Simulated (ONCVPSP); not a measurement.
# Building the ONCV potential for I (Z = 53) (LDA (Perdew-Wang 92), scalar-relativistic).

ONCVPSP 4.0.1 was run on this input:

```
# ATOM AND REFERENCE CONFIGURATION
# atsym  z   nc   nv     iexc    psfile
  I 53.00    8    3  -001012      upf
#
#   n    l    f
    1    0    2.00
    2    0    2.00
    2    1    6.00
    3    0    2.00
    3    1    6.00
    3    2   10.00
    4    0    2.00
    4    1    6.00
    4    2   10.00
    5    0    1.50
    5    1    5.50
#
# PSEUDOPOTENTIAL AND OPTIMIZATION
# lmax
    2
#
#   l,   rc,      ep,       ncon, nbas, qcut
    0    1.80    0.00    4    7    3.80
    1    2.00    0.00    3    6    4.10
    2    1.45    0.00    4    8    9.90
#
# LOCAL POTENTIAL
# lloc, lpopt,  rc(5),   dvloc0
    4    4    1.05    3.00
#
# VANDERBILT-KLEINMAN-BYLANDER PROJECTORs
# l, nproj, debl
    0    2    1.10
    1    2    3.80
    2    2    2.90
#
# MODEL CORE CHARGE
# icmod, fcfact, rcfact
    0    0.00    0.00
#
# LOG DERIVATIVE ANALYSIS
# epsh1, epsh2, depsh
   -3.00    5.00    0.02
#
# OUTPUT GRID
# rlmax, drl
    6.00    0.01
#
# TEST CONFIGURATIONS
# ncnf
    4
# nvcnf
#   n    l    f
    3
    4    2   10.00
    5    0    2.00
    5    1    5.00
#
    3
    4    2   10.00
    5    0    2.00
    5    1    4.00
#
    3
    4    2   10.00
    5    0    2.00
    5    1    3.00
#
    3
    4    2    9.00
    5    0    2.00
    5    1    5.00
#
```

Command:

```bash
oncvpsp.x < I.dat > I.out
```

Output (shortened: citation, most of the input echo, consistency checks and plot data are left out):

```
ONCVPSP  (Optimized Norm-Conservinng Vanderbilt PSeudopotential)
scalar-relativistic version 4.0.1

#   n    l    f        energy (Ha)
    1    0    2.00    -1.2108548E+03
    2    0    2.00    -1.8713869E+02
    2    1    6.00    -1.6806048E+02
    3    0    2.00    -3.7772873E+01
    3    1    6.00    -3.1589992E+01
    3    2   10.00    -2.2303661E+01
    4    0    2.00    -6.6458874E+00
    4    1    6.00    -4.7044724E+00
    4    2   10.00    -1.8737333E+00
    5    0    1.50    -6.6225345E-01
    5    1    5.50    -2.7580037E-01

Reference configufation results
  iterations    25
  all-electron total energy (Ha)   -7.11041972D+03

Begin loop to  construct optimized pseudo wave functions
and semi-local pseudopoentials for all angular momenta

   Wellstate for l =  0  n =  6
     eigenvalue =   0.4377
     asymptotic potential =   0.9377
     half-point radius =  4.1177

Calculating optimized projector #   1

 for l=   0

    Fraction of norm inside rc  0.452531
    Optimizing pswf for qcut=   3.81 a_B^-1,  ecut=   7.25 Ha
    Residual kinetic energy error=  4.05D-03 Ha
 ERROR pspot:  first pseudo wave function has node,          program will stop
 ERROR pspot: try changing psp parameters for this l
```

The run stopped because the optimised pseudo-wave of the first projector has a node, so the radial equation cannot be inverted for a potential.

The run took about 0.22 s on one core of a shared server CPU.
